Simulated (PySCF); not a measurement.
UHF on Zn⁺ (zinc, charge +1)

Configuration: [Ar] 3d9 4s1 4p1, one real determinant (an excited configuration). Computed with PySCF 2.14 in ANO-RCC-VTZP, with scalar relativity by spin-free X2C-1e.

```json
{"Total energy": "-1793.587927 hartree", "One-electron energy": "-2484.4625 hartree", "Hartree (Coulomb) energy": "761.0204 hartree", "Exchange energy": "-70.1458 hartree", "⟨S²⟩": "3.7511", "⟨L²⟩": "8.031", "Sum of ⟨r⟩": "19.87 bohr", "Sum of ⟨r²⟩": "28.06 bohr²", "Traceless quadrupole moment −½Σ⟨3z² − r²⟩ along its main axis": "-3.70 e·bohr²", "Langevin diamagnetic susceptibility": "-22.2 ×10⁻⁶ cm³/mol"}
```

```csv
shell,electrons,mean orbital energy (eV),spread (eV),"rms radius, mean of both spins (bohr)"
1s α,1,-9748.7,0,0.0580
1s β,1,-9748.4,0,0.0580
2s α,1,-1254.2,0,0.244
2s β,1,-1252.8,0,0.244
2p α,3,-1085.6,1.400,0.219
2p β,3,-1084.3,0.177,0.219
3s α,1,-178.55,0,0.726
3s β,1,-174.96,0,0.726
3p α,3,-126.07,2.690,0.767
3p β,3,-122.13,2.279,0.767
3d α,5,-40.659,2.866,0.932
3d β,4,-38.777,1.491,0.932
4s α,1,-21.719,0,2.48
4p α,1,-14.420,0,3.02
```

⟨L²⟩ = 8.03 against 12 for a pure F term, so this real determinant mixes terms.

Densities and radii are taken from the X2C orbitals without a picture-change correction, which distorts them close to the nucleus.

Spin-orbit constants ζ (cm⁻¹) from the X2C one-electron operator on these orbitals: bare nucleus, nucleus screened by l(l+1)(2l+1)/3 electrons, and screened by the Breit-Pauli mean field of the electrons.

| shell | bare | screened nucleus | mean field |
| --- | --- | --- | --- |
| 2p | 133700 | 124800 | n/a |
| 3p | 17390 | 16230 | n/a |
| 3d | 1800 | 1200 | n/a |
| 4p | 809.7 | 755.7 | n/a |

To first order the Landé constant is A = -182.6 cm⁻¹, so the lowest level has J = 9/2 and lies 0.102 eV below the centre of the term. This holds in LS coupling only.
